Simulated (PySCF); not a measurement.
**From computed data to an observable: entropy of an ideal gas**

Si(Cl)2(Me)(NH2) (CH5Cl2NSi), SMILES Cl[Si](Cl)(N)C.

Coordinates come from a TPSSh-D3(BJ)/def2-SVP optimisation. This is a generated structure with no PubChem entry under its InChIKey; it may be hypothetical. One conformer was computed; it need not be the lowest.

TPSSh-D3(BJ)/def2-SVP in PySCF 2.14.0 gives the harmonic wavenumbers 134, 152, 161, 213, 228, 253, 287, 441, 473, 560, 715, 759, 814, 875, 907, 1290, 1445, 1448, 1552, 3038, 3133, 3148, 3538, 3634 cm⁻¹ and the rotational temperatures 0.1235, 0.0888, 0.0757 K. The molar mass is 130.04 g/mol, the symmetry number 1, the spin multiplicity 1.

Problem. Work out the entropy at 298.15 K and 1 atm in the rigid-rotor, harmonic-oscillator model.

Solution. 
Translation (Sackur–Tetrode at 1 atm): S = R[1.5 ln M + 2.5 ln T − 1.16487] = 169.5 J/(mol K).
Rotation: q = (√π/σ) T^1.5/√(θA θB θC) = 317000, S = R[ln q + 3/2] = 117.8 J/(mol K).
Vibration: with u = 1.4388 ν/T, each mode gives R[u/(e^u − 1) − ln(1 − e^−u)]:
| ν (cm⁻¹) | modes | u | S (J/(mol K)) |
|---|---|---|---|
| 134 | 1 | 0.65 | 12.08 |
| 152 | 1 | 0.73 | 11.08 |
| 161 | 1 | 0.78 | 10.62 |
| 213 | 1 | 1.03 | 8.44 |
| 228 | 1 | 1.10 | 7.93 |
| 253 | 1 | 1.22 | 7.15 |
| 287 | 1 | 1.38 | 6.24 |
| 441 | 1 | 2.13 | 3.45 |
| 473 | 1 | 2.28 | 3.05 |
| 560 | 1 | 2.70 | 2.19 |
| 715 | 1 | 3.45 | 1.21 |
| 759 | 1 | 3.66 | 1.02 |
| 814 | 1 | 3.93 | 0.82 |
| 875 | 1 | 4.22 | 0.65 |
| 907 | 1 | 4.38 | 0.57 |
| 1290 | 1 | 6.23 | 0.12 |
| 1445 | 1 | 6.97 | 0.06 |
| 1448 | 1 | 6.99 | 0.06 |
| 1552 | 1 | 7.49 | 0.04 |
The stiffer modes add less than 0.005 each. Sum 76.8 J/(mol K).
Spin: R ln 1 = 0.0 J/(mol K).
Total 364.0 J/(mol K); the program's own thermochemistry gives 364.0. Translation makes up 47 % and vibration 21 %. Anharmonicity, hindered rotation and orbital degeneracy are left out.
